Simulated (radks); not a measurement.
Values are calculated unless marked as measured or tabulated.
Neutral palladium inside a hard spherical wall (all orbitals vanish at R), configuration held at [Kr] 4d10 and not refilled when levels cross. Level of theory: scalar-relativistic Kohn-Sham, PBE, spin-unpolarised, spherical densities, finite nucleus; Fermi nuclear charge, rms radius 4.5318 fm (a radial shooting solver on a logarithmic mesh with Libxc functionals). Eigenvalues in eV, with the zero of energy where the potential of the charges vanishes at infinity; a dash marks a level that is unbound or too diffuse for the functional's potential to be trusted. A positive occupied level is held by the wall or, in an anion where self-interaction has pushed it up, behind a barrier. The pressure on the wall is -dE/dV.

| R (bohr) | E (hartree) | kinetic (hartree) | e(3d) | e(4s) | e(4p) | e(4d) | e(5s, empty) | e(5p, empty) | pressure (GPa) |
|---|---|---|---|---|---|---|---|---|---|
| free | -5045.79436 | 5233.519 | -325.51 | -85.327 | -51.199 | -4.048 | -3.321 | - | 0 |
| 20 | -5045.79436 | 5233.519 | -325.51 | -85.327 | -51.199 | -4.048 | -3.321 | - | < 0.0001 |
| 15 | -5045.79436 | 5233.519 | -325.51 | -85.327 | -51.199 | -4.048 | -3.321 | -0.271 | < 0.0001 |
| 12 | -5045.79435 | 5233.519 | -325.50 | -85.325 | -51.197 | -4.046 | -3.318 | -0.175 | 0.000211 |
| 6 | -5045.78066 | 5233.605 | -324.75 | -84.605 | -50.491 | -3.409 | -2.272 | 2.502 | 1.13 |
| 5 | -5045.74387 | 5233.799 | -323.54 | -83.466 | -49.387 | -2.401 | -0.600 | 5.288 | 6.38 |
| 3 | -5044.74377 | 5238.008 | -309.35 | -71.511 | -37.974 | 9.190 | 22.222 | 35.442 | 488 |
